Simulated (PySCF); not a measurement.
Molfile (atoms numbered from 1):
```
C3H15N2PSi2
     RDKit          3D

 23 22  0  0  0  0  0  0  0  0999 V2000
    1.7301    1.7578    0.1769 C   0  0  0  0  0  0  0  0  0  0  0  0
    1.4195    0.4784   -0.4193 N   0  0  0  0  0  0  0  0  0  0  0  0
    1.9913   -0.6043    0.3453 C   0  0  0  0  0  0  0  0  0  0  0  0
    0.0001    0.3083   -0.6971 C   0  0  1  0  0  0  0  0  0  0  0  0
   -0.2256   -1.0188   -2.0613 Si  0  0  0  0  0  4  0  0  0  0  0  0
   -1.1703    0.0890    0.8158 Si  0  0  2  0  0  4  0  0  0  0  0  0
   -0.9826   -1.4817    1.5176 N   0  0  0  0  0  0  0  0  0  0  0  0
   -3.2606    0.4118    0.0228 P   0  0  0  0  0  0  0  0  0  0  0  0
    1.3175    1.8694    1.1905 H   0  0  0  0  0  0  0  0  0  0  0  0
    1.3331    2.5547   -0.4510 H   0  0  0  0  0  0  0  0  0  0  0  0
    2.8134    1.8699    0.2293 H   0  0  0  0  0  0  0  0  0  0  0  0
    1.8083   -1.5444   -0.1703 H   0  0  0  0  0  0  0  0  0  0  0  0
    1.5764   -0.6731    1.3611 H   0  0  0  0  0  0  0  0  0  0  0  0
    3.0689   -0.4532    0.4135 H   0  0  0  0  0  0  0  0  0  0  0  0
   -0.3193    1.2429   -1.1764 H   0  0  0  0  0  0  0  0  0  0  0  0
   -1.5576   -0.8740   -2.6490 H   0  0  0  0  0  0  0  0  0  0  0  0
    0.8234   -0.8152   -3.0578 H   0  0  0  0  0  0  0  0  0  0  0  0
   -0.1136   -2.3854   -1.5284 H   0  0  0  0  0  0  0  0  0  0  0  0
   -0.9077    0.9968    1.9471 H   0  0  0  0  0  0  0  0  0  0  0  0
   -1.7027   -1.8046    2.1453 H   0  0  0  0  0  0  0  0  0  0  0  0
   -0.7021   -2.2413    0.9185 H   0  0  0  0  0  0  0  0  0  0  0  0
   -3.1254    1.7774   -0.1388 H   0  0  0  0  0  0  0  0  0  0  0  0
   -3.8193    0.5665    1.2757 H   0  0  0  0  0  0  0  0  0  0  0  0
  1  2  1  0
  2  3  1  0
  2  4  1  0
  4  5  1  0
  4  6  1  0
  6  7  1  0
  6  8  1  0
  1  9  1  0
  1 10  1  0
  1 11  1  0
  3 12  1  0
  3 13  1  0
  3 14  1  0
  4 15  1  6
  5 16  1  0
  5 17  1  0
  5 18  1  0
  6 19  1  1
  7 20  1  0
  7 21  1  0
  8 22  1  0
  8 23  1  0
M  END
```

PySCF 2.14.0 with density-fitted response routines calculation with shielding tensors at PBE0/pcSseg-1 (GIAO) and geometry from GFN2-xTB; no solvent model, one conformer, fast rotation and ring inversion assumed for equivalent nuclei, non-relativistic.

Task: Predict the 2D correlation tables (HSQC, COSY, HMBC).

Result: 

HSQC (one-bond C–H):
```tsv
δH	δC
2.42 (H9/H10/H11/H12/H13/H14)	48.6 (C1/C3)
2.11 (H15)	47.5 (C4)
```

COSY cross peaks (H two or three bonds apart, from the bond graph; peaks can be absent where the dihedral angle is near 90°):
```tsv
δH	δH
6.45 (H19)	2.11 (H15)
6.45 (H19)	0.83 (H22/H23)
4.16 (H16/H17/H18)	2.11 (H15)
```

HMBC (two and three bonds, from the bond graph):
```tsv
δH	δC
6.45 (H19)	47.5 (C4)
4.16 (H16/H17/H18)	47.5 (C4)
2.42 (H9/H10/H11/H12/H13/H14)	48.6 (C1/C3), 47.5 (C4)
2.11 (H15)	48.6 (C1/C3)
0.83 (H22/H23)	47.5 (C4)
```

Chemical shifts δ = σref − σ; TMS for $^{1}$H and $^{13}$C, all at this level.

Short H···H contacts in this conformer between protons four or more bonds apart (candidates for NOE cross peaks, intensity ∝ r⁻⁶): H10···H15 2.23 Å, H12···H18 2.50 Å, H9···H19 2.51 Å.

Exchangeable OH/NH protons stand at their gas-phase positions; hydrogen bonding in a real sample shifts them, mostly to higher δ. Shifts are as computed. Against solution values, carbons near 30 ppm lie about +3 ppm off and those near 130 ppm about +5 ppm. Of 1211 compounds with measured shifts, 218 miss one by over three times the rms of a fit or turn the order of signals round; such compounds aren't used in these exercises.
